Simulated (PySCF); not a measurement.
# Electronic structure of O⁺ (oxygen, charge +1) at the UHF level

Configuration: [He] 2s2 2p3, high-spin 4S determinant. Computed with PySCF 2.14 in aug-cc-pV5Z (7s6p5d4f3g2h, 127 functions), with the non-relativistic Hamiltonian (point nucleus).

| Quantity | Value |
| --- | --- |
| Total energy | -74.376978 hartree |
| One-electron energy | -98.4703 hartree |
| Hartree (Coulomb) energy | 32.0076 hartree |
| Exchange energy | -7.9143 hartree |
| Kinetic energy | 74.37705 hartree |
| ⟨S²⟩ | 3.7556 |
| ⟨L²⟩ | 0.000 |
| Sum of ⟨r⟩ | 5.809 bohr |
| Sum of ⟨r²⟩ | 7.334 bohr² |
| Density at the nucleus (Gaussians lack the cusp) | 309 bohr⁻³ |
| Spin density at the nucleus | 0.156 bohr⁻³ |
| Langevin diamagnetic susceptibility | -5.81 ×10⁻⁶ cm³/mol |

| shell | electrons | mean orbital energy (eV) | rms radius, mean of both spins (bohr) |
| --- | --- | --- | --- |
| 1s α | 1 | -582.62 | 0.230 |
| 1s β | 1 | -579.01 | 0.230 |
| 2s α | 1 | -56.371 | 1.20 |
| 2s β | 1 | -41.653 | 1.20 |
| 2p α | 3 | -36.213 | 1.20 |

Spin-orbit constants ζ (cm⁻¹) from the X2C one-electron operator on these orbitals (non-relativistic here): bare nucleus, nucleus screened by l(l+1)(2l+1)/3 electrons, and screened by the Breit-Pauli mean field of the electrons.

```json
{"shell": "2p", "bare": "284.4", "screened nucleus": "213.3", "mean field": "184.6"}
```
